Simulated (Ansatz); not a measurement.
Ansatz (a quantum-chemistry and plane-wave program) input (HF/3-21G): The .json file is the Basis Set Exchange's 3-21G.

Ansatz 0.2 input:
```yaml
crystal:
  periodic: [false, false, false]
  atoms:
    - {symbol: C, position_ang: [-0.00000000, -0.00000000, -0.69355328]}
    - {symbol: F, position_ang: [0.00000000, 0.00000000, 0.46236885]}
basis:
  gaussian:
    orbitals: 3-21G.json
hamiltonian:
  xc: {name: HF}
total_charge: 1
relax: {f_tol: 0.003, max_steps: 120}
```

**Question.** What final total energy does it give?

**Answer.** -136.07528 Eh.
